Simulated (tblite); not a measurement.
Compound: C₆H₈O₂ (charge +1 and doublet state).
Atom-mapped SMILES: `[H]/[C+:1]=[C:2]/[C:3](=[O:4])[O:5][CH2:6][CH2:7][CH3:8]` (hydrogens: H9 on C1; H10, H11 on C6; H12, H13 on C7; H14, H15, H16 on C8)

Structure optimised with GFN2-xTB, isolated species. This method treats the open shell by occupation alone, without spin polarisation.

Q: What internal coordinates does the optimisation give?

A: 
```
                  bond  length (Å)
                 C1=C2       1.202
                 C2–C3       1.431
                 C3=O4       1.227
                 C3–O5       1.305
                 O5–C6       1.433
                 C6–C7       1.518
                 C7–C8       1.494
                 C1–H9       1.056
        C6–H10, C6–H11       1.097
                C7–H12       1.092
                C7–H13       1.164
C8–H14, C8–H15, C8–H16       1.092
```

Bonds in one row agree within 0.01 Å and their mean is given. A selection of angles:
```
   angle  degrees
C1–C2–C3    177.0
C2–C3–O4    120.3
C2–C3–O5    114.3
O4–C3–O5    125.4
C3–O5–C6    118.9
O5–C6–C7    113.9
C6–C7–C8    117.1
```

Dihedral angles: C2–C3–O5–C6 -173° (antiperiplanar); C3–O5–C6–C7 -38° (synclinal); O5–C6–C7–C8 -72° (synclinal). The mirror-image conformer, all signs reversed, is as good.

The C–C distances run from 1.202 Å (C1=C2, drawn double in a drawing that doesn't fit all lengths) to 1.518 Å (C6–C7, drawn single in a drawing that doesn't fit all lengths), a spread of 0.316 Å. Of the pairs four or more bonds apart, O4···H13 is among the closest relative to their van der Waals radii: 1.56 Å, 57 % of the sum of Bondi's values. The C–O distances run from 1.227 Å (C3=O4, drawn double in a drawing that doesn't fit all lengths) to 1.433 Å (O5–C6, drawn single in a drawing that doesn't fit all lengths), a spread of 0.206 Å. C3 (carbon bonded to C and 2 O) is planar (angles 125.4°, 120.3° and 114.3°, sum 360.0°, 0.01 Å off the plane of its three neighbours).

Point group: C1 (no symmetry element, even within 0.4 Å). Its GFN2-xTB frequencies are all real (lowest 65 cm⁻¹). 3 starts were optimised and ended at 0.00, 7.44 and 8.94 kcal/mol (GFN2-xTB); the lowest of these is shown.

All values are computed, not measured.
